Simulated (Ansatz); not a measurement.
Consider the formal exchange of groups at the Si–Si bond: `F[SiH2][SiH2]F` + `COBF` → `COB(F)[SiH2]F` + `F[SiH3]`.

Gas-phase electronic energies from Ansatz, PBE0-D4/def2-TZVP geometries. CCSD(T)/CBS adds triple-zeta CCSD(T) − MP2 to the extrapolated MP2 energy (def2 sets, frozen cores). This one scheme is used for every species. DFT in def2-TZVPP. B3LYP here is the variant with VWN-RPA as its local correlation; programs differ in this. Each species was taken in one conformer, which may not be the lowest.

`F[SiH2][SiH2]F`:

```xyz
8

F     1.182    1.843    0.572
Si    0.363    0.525    0.989
Si   -0.363   -0.525   -0.989
F    -1.183   -1.843   -0.572
H     1.267   -0.351    1.778
H    -0.781    0.942    1.841
H    -1.266    0.351   -1.778
H     0.780   -0.943   -1.841
```

`COBF`:

```xyz
8

C    -0.053   -0.756    0.772
O     0.539   -0.259   -0.411
B     0.129    0.881   -0.981
F     0.743    1.270   -2.088
H    -0.850   -0.098    1.130
H     0.715   -0.843    1.542
H    -0.466   -1.746    0.571
H    -0.758    1.552   -0.535
```

`COB(F)[SiH2]F`:

```xyz
11

C     1.058   -1.013   -1.073
O     0.104   -1.454   -0.124
B    -0.650   -0.659    0.640
F    -1.494   -1.280    1.469
Si   -0.736    1.375    0.758
F     0.308    2.098   -0.235
H     1.137    0.074   -1.104
H     2.026   -1.441   -0.811
H     0.764   -1.384   -2.056
H    -0.421    1.827    2.138
H    -2.095    1.857    0.398
```

`F[SiH3]`:

Cartesian coordinates in Å:
```
F 0.549 1.046 -1.019
Si -0.014 -0.027 0.026
H -0.993 0.651 0.909
H 1.125 -0.550 0.816
H -0.667 -1.119 -0.733
```

| level | ΔE (kcal/mol) | difference from CCSD(T)/CBS |
| --- | --- | --- |
| PBE-D4 | 3.2 | 0.6 |
| r2SCAN-D4 | 2.7 | 0.1 |
| PBE0-D4 | 3.3 | 0.7 |
| B3LYP-D4 | 2.6 | 0.0 |
| ωB97X-V | 2.5 | -0.1 |
| ωB97M-V | 2.0 | -0.6 |
| B2PLYP | 2.7 | 0.1 |
| r2SCAN | 2.9 | 0.3 |
| B3LYP | 3.2 | 0.6 |
| HF/def2-TZVPP | 3.6 | 1.0 |
| MP2/def2-TZVPP | 2.0 | -0.6 |
| SCS-MP2/def2-TZVPP | 2.0 | -0.6 |
| CCSD/def2-TZVPP | 2.4 | -0.2 |
| HF/def2-QZVPP | 3.7 | 1.1 |
| MP2/def2-QZVPP | 2.4 | -0.2 |
| HF/CBS(def2) | 3.7 | 1.1 |
| CCSD(T)/CBS | 2.6 | 0 |

Largest T1 diagnostic among the species: 0.013.

In def2-TZVPP, CCSD(T) changes the Hartree–Fock value by −1.5 kcal/mol (the triples alone add −0.3 kcal/mol) and MP2 by −1.6 kcal/mol.
